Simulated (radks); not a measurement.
Q: All-electron atom: Pr III in [Xe] 4f3. All-electron calculation, Dirac Kohn-Sham, PBEsol, spin-unpolarised, spherical densities, point nucleus; open shells are shared between the two j in proportion to 2j + 1. Program: a radial shooting solver on a logarithmic mesh with Libxc functionals. Some entries of the table are withheld. Estimate them.

| orbital | occ. | eigenvalue (eV) | r(max) (bohr) | <1/r> (bohr^-1) |
|---|---|---|---|---|
| 1s1/2 | 2 | -41773.78 | (1) | 64.68 |
| 2s1/2 | 2 | -6728.332 | 0.08743 | 15.28 |
| 2p1/2 | 2 | -6360.173 | 0.06652 | 15.26 |
| 2p3/2 | 4 | -5878.248 | 0.07187 | 13.77 |
| 3s1/2 | 2 | -1461.169 | 0.2494 | 5.524 |
| 3p1/2 | 2 | -1304.589 | 0.2361 | 5.438 |
| 3p3/2 | 4 | -1209.124 | 0.2477 | 5.065 |
| 3d3/2 | 4 | -935.7723 | (2) | 4.934 |
| 3d5/2 | 6 | -915.1882 | (3) | 4.839 |
| 4s1/2 | 2 | -300.2948 | 0.5794 | 2.291 |
| 4p1/2 | 2 | (4) | 0.5878 | 2.186 |
| 4p3/2 | 4 | (5) | 0.6126 | 2.062 |
| 4d3/2 | 4 | -124.9883 | 0.6313 | 1.840 |
| 4d5/2 | 6 | -121.3787 | 0.6395 | 1.809 |
| 5s1/2 | 2 | -51.7386 | 1.353 | 0.8821 |
| 5p1/2 | 2 | -36.1168 | (6) | 0.7757 |
| 5p3/2 | 4 | -33.2813 | (7) | 0.7330 |
| 4f5/2 | 1.28571 | -14.0523 | 0.6902 | 1.204 |
| 4f7/2 | 1.71429 | -13.7044 | 0.6956 | 1.190 |

A: 
(1) 1s1/2 r(max) (bohr): 0.01542
(2) 3d3/2 r(max) (bohr): 0.1986
(3) 3d5/2 r(max) (bohr): 0.2018
(4) 4p1/2 eigenvalue (eV): -241.7267
(5) 4p3/2 eigenvalue (eV): -221.1378
(6) 5p1/2 r(max) (bohr): 1.485
(7) 5p3/2 r(max) (bohr): 1.556
